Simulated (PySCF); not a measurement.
C2H9FSi3, SMILES C[Si]1(F)[SiH2]C[SiH2]1.

Geometry: ωB97X-D3(BJ)/def2-SVP. The structure was generated by enumeration, and PubChem lists no compound with its InChIKey, so it may never have been made.

Computed with TDA-PBE/def2-SVPD (PySCF).

Vertical excitations. Isolated molecule, no solvent. State labels are in the subgroup Cs.

| state | symmetry | energy (eV) | λ (nm) | f | main pairs |
|---|---|---|---|---|---|
| S1 | A" | 4.59 | 270 | 0.006 | HOMO→LUMO 97 % |
| S2 | A" | 5.14 | 241 | 0.076 | HOMO→LUMO+1 94 % |
| S3 | A' | 5.46 | 227 | 0.007 | HOMO−1→LUMO 97 % |
| S4 | A" | 5.68 | 218 | 0.005 | HOMO−2→LUMO 92 % |
| S5 | A" | 5.79 | 214 | 0.017 | HOMO→LUMO+2 93 % |
| S6 | A' | 6.10 | 203 | 0.005 | HOMO−1→LUMO+1 90 % |
| T1 | A" | 3.89 | 319 | 0 | HOMO→LUMO 99 % |
| T2 | A" | 4.62 | 269 | 0 | HOMO→LUMO+1 99 % |
Triplets are in the Tamm–Dancoff approximation.
